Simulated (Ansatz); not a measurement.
Complex (SMILES): N (NH3) with F (HF), atoms 1 to 4 the first; geometry from B3LYP-D3(BJ)/def2-TZVP, monomers rigid:
```xyz
6

N     -0.5698    -0.2403    -0.1194
H     -0.4344     0.5969    -0.6751
H     -0.4917     0.0187     0.8578
H      0.1864    -0.8813    -0.3329
F     -2.9138    -1.3411    -0.6221
H     -2.0588    -0.9396    -0.4388
```

Basis-set convergence of the counterpoise-corrected interaction energy at PBE with Ansatz (a quantum-chemistry and plane-wave program). Cartesian d functions, on some or all atoms, in 6-31G*; all else is spherical. The program fits the integrals of some runs and decomposes those of others, by size. No added dispersion term, no relativity. Functions are those of the species that has most. Reference: the value in aug-pcseg-3, -14.74 kcal/mol. Deviations are taken from unrounded values.

```json
[
 {"basis": "STO-3G", "functions": "14", "counterpoise-corrected interaction energy (kcal/mol)": "-7.62", "minus reference (kcal/mol)": "7.13"},
 {"basis": "6-31G*", "functions": "38", "counterpoise-corrected interaction energy (kcal/mol)": "-14.79", "minus reference (kcal/mol)": "-0.05"},
 {"basis": "6-311G**", "functions": "60", "counterpoise-corrected interaction energy (kcal/mol)": "-13.40", "minus reference (kcal/mol)": "1.34"},
 {"basis": "aug-cc-pVDZ", "functions": "82", "counterpoise-corrected interaction energy (kcal/mol)": "-14.65", "minus reference (kcal/mol)": "0.09"},
 {"basis": "aug-pcseg-1", "functions": "82", "counterpoise-corrected interaction energy (kcal/mol)": "-14.91", "minus reference (kcal/mol)": "-0.16"},
 {"basis": "def2-TZVP", "functions": "86", "counterpoise-corrected interaction energy (kcal/mol)": "-14.47", "minus reference (kcal/mol)": "0.28"},
 {"basis": "def2-TZVPD", "functions": "113", "counterpoise-corrected interaction energy (kcal/mol)": "-14.67", "minus reference (kcal/mol)": "0.07"},
 {"basis": "jun-cc-pV(T+d)Z", "functions": "134", "counterpoise-corrected interaction energy (kcal/mol)": "-14.73", "minus reference (kcal/mol)": "0.01"},
 {"basis": "def2-TZVPPD", "functions": "145", "counterpoise-corrected interaction energy (kcal/mol)": "-14.74", "minus reference (kcal/mol)": "0.01"},
 {"basis": "6-311++G(3df,3pd)", "functions": "150", "counterpoise-corrected interaction energy (kcal/mol)": "-14.62", "minus reference (kcal/mol)": "0.12"},
 {"basis": "cc-pVQZ", "functions": "230", "counterpoise-corrected interaction energy (kcal/mol)": "-14.28", "minus reference (kcal/mol)": "0.46"},
 {"basis": "pcseg-3", "functions": "252", "counterpoise-corrected interaction energy (kcal/mol)": "-14.73", "minus reference (kcal/mol)": "0.02"},
 {"basis": "cc-pV5Z", "functions": "402", "counterpoise-corrected interaction energy (kcal/mol)": "-14.62", "minus reference (kcal/mol)": "0.12"}
]
```
